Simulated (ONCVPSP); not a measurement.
# What one change does to a pseudopotential (boron, ONCV)

| Property | Result |
| --- | --- |
| Element | B (Z = 5) |
| Generator | ONCVPSP 4.0.1 |
| Type | optimised norm-conserving Vanderbilt (ONCV) |
| Functional | BLYP |
| Relativity | scalar-relativistic |
| Frozen core | [He] |
| Valence charge | 3 |
| Reference configuration | 2s1 (charge +2) |
| Partial waves | 2s: rc 1.30 bohr, ncon 3, nbas 6, qcut 5.4 1/bohr, 3 projectors, debl 1.1 Ha; p scattering state at 0.07 Ha: rc 1.35 bohr, ncon 4, nbas 8, qcut 4.9 1/bohr, 1 projector; d scattering state at 0.28 Ha: rc 1.10 bohr, ncon 4, nbas 8, qcut 7.5 1/bohr, 3 projectors, debl 3.5 Ha |
| Local potential | polynomial inside 1.00 bohr (lpopt 3, dvloc0 -1 Ha) |
| Core correction | polynomial model core, fcfact 0.65 |

In the s channel the program set the typed energies aside and used -1.156, 0.250, 1.350 Ha. In the p channel the program set the typed energies aside and used 0.050 Ha.

Change: s: qcut 3.3.

Cutoffs: the cutoffs (Ha) at which the residual kinetic energy of the hardest occupied pseudo-wave falls to 1 and 0.1 mHa per electron; they do not see the model core or the augmentation charge, which bear on the density cutoff. Errors are all-electron minus pseudo energies relative to the spin-unpolarised reference configuration.

How do hardness, ghosts and transferability respond?

The potential gets harder (13 Ha and 27 Ha → 44 Ha and 73 Ha); a bound ghost appears in s, which as a rule spoils a file; of the 4 tests that both files solve, the error grows in 2 and shrinks in 2 by more than 15 % and 0.3 meV (median size 24.1 → 31.7 meV).

```tsv
quantity	base	changed
cutoff, loose	13 Ha	44 Ha
cutoff, tight	27 Ha	73 Ha
bound ghosts	none	s
GHOST(+) flags under 300 eV	none	none
error for 2s2 2p1, meV [ΔE -33.52 eV]	-30	-42
error for 2s2, meV [ΔE -25.35 eV]	+18	+9.3
error for 2s2 2p0.5, meV [ΔE -30.67 eV]	-10	-22
error for 2s0 2p3, meV [ΔE -21.92 eV]	-137	-101
s: phases at 1.32 bohr within 0.05 rad from the reference energy up to (Ha; the scan ends near 5)	to the end of the scan	to the end of the scan
p: phases at 1.37 bohr within 0.05 rad from the reference energy up to (Ha; the scan ends near 5)	2.6	2.6
d: phases at 1.12 bohr within 0.05 rad from the reference energy up to (Ha; the scan ends near 5)	to the end of the scan	to the end of the scan
rms error of d²Exc/dni dnj with the model core, mHa	1.15	0.57
```

Base: The cutoffs count occupied waves only; projector 1 of the p channel, the hardest unoccupied one, needs 57 Ha at the loose tolerance. A true bound ghost makes a file unfit for plane-wave use even where its test errors are small: the radial tests pick states by their node count and pass the ghost by.
